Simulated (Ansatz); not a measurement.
Saddle point of ZrH₃OF₃, singlet (ZrHOF₃ ([OH][Zr]([F])([F])[F]) + H₂ → ZrHF₃ ([F][ZrH]([F])[F]) + H₂O (still joined by a long Zr–O bond); bonds formed: Zr1–H7, O2–H6; bonds broken: H6–H7; bonds weakened to dative contacts: Zr1–O2), PBE0-D4/def2-TZVP structure:

Zr1  (-0.550, -0.393, -0.327)
O2  (1.102, 0.127, 0.948)
F3  (-0.150, -2.169, -0.837)
F4  (-1.735, -0.278, 1.153)
F5  (-1.675, 0.318, -1.682)
H6  (1.149, 0.806, -0.040)
H7  (0.774, 1.002, -1.007)
H8  (1.086, 0.587, 1.791)
(Å)

Energies are electronic, without zero-point energy. Barriers and step energies count from the start structure reached by relaxing down the imaginary mode; all methods use the PBE0-D4 structures, on which another method's saddle can fall below an end. Ansatz 0.2.0; basis: def2-TZVPP, with def2-QZVPP for the basis limit; cores frozen in the correlated methods. Core potentials replace the inner electrons of the atoms past krypton. B3LYP uses VWN-RPA correlation. Extrapolation: Hartree–Fock as exp(−7.88 √X), correlation as X^−2.97.

```tsv
method	barrier (kcal/mol)	step energy (kcal/mol)
SPW92	21.05	18.67
PBE-D4	28.68	22.53
BLYP-D4	32.48	24.16
r2SCAN-D4	30.39	22.47
B97M-V	?	18.37
PBE0-D4	30.50	20.68
B3LYP-D4	33.43	22.42
r2SCAN0-D4	31.71	20.74
BHLYP-D4	35.55	20.22
CAM-B3LYP-D4	33.18	21.48
wB97X-V	?	21.42
wB97M-V	33.40	20.61
B2PLYP	?	22.77
PBE-QIDH	32.36	20.81
RPA on PBE	32.46	19.61
HF	42.58	18.93
MP2	33.92	23.22
CCSD	34.49	19.53
CCSD(T)	33.24	20.38
```

(1) Fill in the withheld barriers. (Judge from chemistry; the value comes from the calculation.)

T1 diagnostic: at most 0.018.

## Answers

(1) Computed: wB97X-V 33.68; B2PLYP 34.08; B97M-V 30.71 kcal/mol. Each is the energy of the saddle less that of the start structure, by the same method.

For comparison, the barrier by CCSD(T) at an estimated basis limit (MP2 extrapolated from triple and quadruple zeta, plus CCSD(T) − MP2 in triple zeta) is 34.62 kcal/mol.

Labels in which every atom is bracketed show which atoms are joined, not bond orders.

For scale, one of the runs: CCSD(T)/def2-TZVPP, 222 basis functions, launched by `ansatz run in.yaml --threads 8 --pin off --events-out ev --progress --plain --max-ram 19148MiB`. Time: 35 s of wall clock on 8 CPU threads of an AMD EPYC 9R45; the host was shared. Peak host memory: 4.5 GiB.
